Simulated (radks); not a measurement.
The numbers below are computed, except where a source is named.
Problem. The mean radii <r> (bohr) of the occupied orbitals of an atom or ion are listed with their occupations. Code: a radial shooting solver on a logarithmic mesh with Libxc functionals. Model: Dirac Kohn-Sham, PBE, spin-unpolarised, spherical densities, point nucleus.

orbital  occ.      <r>
1s1/2       2  0.05392
2s1/2       2   0.2314
2p1/2       2   0.1983
2p3/2       1   0.2011

Name the element and its charge. Open shells, if any, fill j = l - 1/2 first.

Solution. Z = 28, nickel, charge +21: Ni21+ in [He] 2s2 2p3. The 1s radius gives Z: for a bare nucleus <r> = (2 gamma + 1)/(2Z) with gamma = sqrt(1 - (Z/c)^2), 0.05282 bohr for Z = 28, and screening makes it slightly larger (0.05392 here). The occupations add up to 7, and the charge is Z minus that.
